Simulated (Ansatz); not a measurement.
C2H4AlNTe (`C1=N[CH2][AlH][Te]1`). Charge 0, multiplicity 1. Te takes the def2 core potential.

Cartesian coordinates in Å:
```
C -0.4032 1.2329 -0.9984
N -1.1088 0.6751 -0.1327
C -0.6467 -0.4096 0.6951
Al 1.2374 -0.9110 0.3014
Te 1.6703 0.7536 -1.5039
H -0.8080 2.0487 -1.5947
H -0.7848 -0.1188 1.7441
H -1.3334 -1.2550 0.5612
H 2.1772 -2.0158 0.9278
```

What are the harmonic wavenumbers in cm⁻¹ at PBE0-D4/def2-TZVP (Ansatz, finite differences of forces, unscaled)? (An estimate is asked.)

The calculation gave: 96, 242, 345, 346, 420, 446, 515, 609, 616, 693, 857, 976, 1169, 1195, 1269, 1411, 1725, 1948, 3032, 3063, 3146.

Is this a minimum?

Yes, all 21 modes are real.

Give the ideal-gas thermochemistry at 298.15 K and 1 bar (rigid rotor, harmonic oscillator; point group Cs, symmetry number 1).

Zero-point energy 144.3 kJ/mol; H(298) − E = 162.9 kJ/mol; entropy 340.5 J/(mol·K), of which translation 174.7, rotation 117.3, vibration 48.6; G(298) − E = 61.4 kJ/mol. Modes under 100 cm⁻¹ are hindered rotations or soft bends, so the harmonic entropy is rough.

And at 400, 500, 600, 800 and 1000 K?


```
T (K)  H − E (kJ/mol)  S (J/mol/K)  G − E (kJ/mol)
  400           173.9        372.0            25.1
  500           186.2        399.5           -13.5
  600           199.8        424.2           -54.7
  800           229.7        467.1          -144.0
 1000           262.4        503.5          -241.2
```
